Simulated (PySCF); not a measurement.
Precursor series Cd Cl-Br. All species are isolated molecules in the gas phase.

Quantity: redistribution energy (mixed species minus the weighted end members), in kcal/mol.

Level 1: PBE-D3(BJ)/def2-TZVP // PBE-D3(BJ)/def2-SVP (PySCF)
Level 2: B3LYP/6-31G* (LANL2DZ on Cd) // PBE-D3(BJ)/def2-SVP (PySCF)
Level 3: PBE/6-31G* (LANL2DZ on Cd) // PBE-D3(BJ)/def2-SVP (PySCF)
Level 4: SVWN5/6-31G* (LANL2DZ on Cd) // PBE-D3(BJ)/def2-SVP (PySCF)

```tsv
species	level 2	level 3	level 4
1 of 2 Cl replaced by Br: [Cd(Cl)(Br)]	-0.08	-0.08	-0.10
```

Question: What does level 1 give for each?

Answer: 
- 1 of 2 Cl replaced by Br: [Cd(Cl)(Br)]: -0.02
